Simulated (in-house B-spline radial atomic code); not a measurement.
Results of a calculation; reference values are marked as such.
**Correlation energy from the adiabatic connection: ω²r²/2 − Z/r, ω = 0.473, Z = 0.5**

Two electrons in a singlet, external potential ω²r²/2 − Z/r, ω = 0.473, Z = 0.5 (atomic units). Full CI in B-splines (partial waves to l = 8, correlation up to 0.6 % small) with the density held fixed gives W(λ) = <V_ee>_λ − U, and E_c is the integral of W(λ) − W(0) from 0 to 1.

```tsv
λ	W(λ) − W(0) (hartree)
0	0.00000
0.02	-0.00188
0.05	-0.00465
0.12	-0.01086
0.25	-0.02152
0.4	-0.03258
0.6	-0.04558
0.8	-0.05689
1	-0.06682
```

Task: Integrate the table by the trapezoid rule.

Result: The strips give -0.00002, -0.00010, -0.00054, -0.00210, -0.00406, -0.00782, -0.01025, -0.01237, which sum to -0.03726 hartree. The direct value, W(1) − W(0) + T_c with T_c = 0.02946, is -0.03736; the curve is convex, so chords lie above it and the trapezoids fall short in size by 0.28 %.

Task: Now use only three numbers: W(0) = -0.58165, the initial slope W'(0) = -0.09486 (extrapolated from the first points) and the strong-coupling limit of the point-charge-plus-continuum model, W∞ = -0.80099. What do second-order theory and the interpolation W(λ) = W∞ + (W(0) − W∞)/√(1 + 2χλ) of Seidl, Perdew and Levy give?

Result: Second order keeps the slope alone: E_c = W'(0)/2 = -0.04743, +27 % in size against -0.03736. Matching the slope fixes χ = W'(0)/(W∞ − W(0)) = -0.09486/(-0.21934) = 0.43248. Integrating, with s = √(1 + 2χ) = 1.365635, E_c = −(W(0) − W∞)(s − 1)/(s + 1) = −0.21934 × 0.365635/2.365635 = -0.03390 hartree, -9.3 % in size against the full result. At λ = 1 the formula gives W − W(0) = -0.05873 against -0.06682. Part of the miss can come from the model's W∞.
